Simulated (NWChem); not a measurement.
Molecule: phosphine (PH3); SMILES P

```xyz
4

P      0.0000     0.0000     0.1324
H     -0.7778     0.9087    -0.6417
H      1.1758     0.2192    -0.6417
H     -0.3981    -1.1279    -0.6417
```
Atoms are numbered in this order, from 1.

The geometry was optimised at B3LYP/6-31G* (spherical d). Not confirmed as a minimum by frequencies.

### Question
Give the principal values of the shielding tensors (ppm) of P1 from PBE0/pcSseg-1, GIAO (NWChem), with their diamagnetic and paramagnetic parts as GIAO splits them.

### Answer
| atom | σ11 | σ22 | σ33 | isotropic | diamagnetic | paramagnetic |
|---|---|---|---|---|---|---|
| P1 | 541.7 | 604.7 | 604.7 | 583.7 | 966.3 | -382.6 |
